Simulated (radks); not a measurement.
The numbers below are computed, except where a source is named.
How relativity changes the ionisation of neutral zinc ([Ar] 3d10 4s2) to Zn+ ([Ar] 3d10 4s1). Spin-unpolarised spherical Kohn-Sham, PBE, point nucleus unless stated (finite: rms radius 3.9283 fm), a radial shooting solver on a logarithmic mesh with Libxc functionals. A level marked "c x" has the speed of light scaled by that factor.

\begin{tabular}{lrrrrr}
level & E(Zn) (hartree) & E(Zn+) (hartree) & IE (eV) & HOMO & <r> HOMO (bohr) \\ \hline
non-rel. & -1779.18280 & -1778.82752 & 9.668 & 4s & 2.702 \\
scalar-rel. & -1796.01877 & -1795.65537 & 9.889 & 4s & 2.655 \\
scalar-rel., finite nucleus & -1796.00997 & -1795.64657 & 9.889 & 4s & 2.655 \\
Dirac & -1796.08415 & -1795.72074 & 9.889 & 4s1/2 & 2.655 \\
Dirac, finite nucleus & -1796.07534 & -1795.71193 & 9.889 & 4s1/2 & 2.655 \\
Dirac, c x 2 & -1783.33356 & -1782.97631 & 9.721 & 4s1/2 & 2.691 \\
Dirac, c x 5 & -1779.84367 & -1779.48808 & 9.676 & 4s1/2 & 2.700 \\
Dirac, c x 100 & -1779.18445 & -1778.82917 & 9.668 & 4s1/2 & 2.702 \\
\end{tabular}

NIST Atomic Spectra Database: 9.394 eV (measured). The relativistic part of the total energy of Zn is -16.89 hartree (Dirac, finite nucleus), 0.95 % of the non-relativistic value. Spin polarisation and multiplet splitting of open shells are left out at every level.

Beside tabulated values, note that spin-unpolarised runs miss the spin-polarisation part of the exchange energy of open shells.
